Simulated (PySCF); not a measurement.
InO, SMILES [O]=[In], multiplicity 2. Geometry optimised at PBE-D3(BJ)/def2-TZVP. The def2 effective core potentials stand for the cores of In; spin–orbit coupling is left out.

These are PBE-D3(BJ)/def2-TZVP run with PySCF values and carry that method's errors.

Harmonic wavenumbers (cm⁻¹): 610. Rotational constants (GHz): 9.754 (linear); symmetry number 1.

### Question
Work out the zero-point energy and the ideal-gas rigid-rotor harmonic-oscillator thermochemistry at 298.15 K and 1 atm.

### Answer
ZPE = ½ Σ hcν = ½ × 610 cm⁻¹ = 0.87 kcal/mol. H − E(el) = 3.04 kcal/mol. Entropy in cal/(mol K): translation 40.52, rotation 14.82, vibration 0.43, spin 1.38, total 57.15. G − E(el) = -14.00 kcal/mol. Cp = 7.97 cal/(mol K).
